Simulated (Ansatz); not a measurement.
Computed with Ansatz on PBE0-D4/def2-TZVP structures; ΔE is electronic, products minus reactants. CCSD(T)/CBS adds triple-zeta CCSD(T) − MP2 to the extrapolated MP2 energy (def2 sets, frozen cores). DFT in def2-TZVPP. B3LYP here is the variant with VWN-RPA as its local correlation; programs differ in this. Elements past krypton have def2 core potentials. For In outer-core shells are correlated without core-valence functions, which leaves a few kJ/mol of doubt a bond. Each species was taken in one conformer, which may not be the lowest.

Consider the substitution at a C–N bond: `CN(C)B[SiH3]` + `[OH][In]([OH])[OH]` → `C[O][In]([OH])[OH]` + `CNB[SiH3]`.

```
             level  ΔE (kJ/mol)
         r2SCAN-D4         36.2
           PBE0-D4         38.5
          B3LYP-D4         34.0
           ωB97M-V         37.7
    MP2/def2-TZVPP         45.3
   CCSD/def2-TZVPP         37.7
     HF/def2-QZVPP         21.4
SCS-MP2/def2-QZVPP         40.0
```

**Question.** What does CCSD(T)/CBS give? (An estimate is asked.)

**Answer.** Ansatz gave: +40.6 kJ/mol. The listed levels differ from it by -4.4, -2.1, -6.6, -2.9, 4.7, -2.9, -19.2, -0.6 kJ/mol.

Largest T1 diagnostic among the species: 0.017.

The D4 term adds +5.8 kJ/mol with B3LYP and +3.2 kJ/mol with PBE0; it sums over pairs of atoms, weighted by their polarisabilities, and B3LYP, whose exchange is more repulsive, gets the larger term. In def2-TZVPP, CCSD(T) changes the Hartree–Fock value by +18.2 kJ/mol (the triples alone add +2.2 kJ/mol) and MP2 by +23.6 kJ/mol.
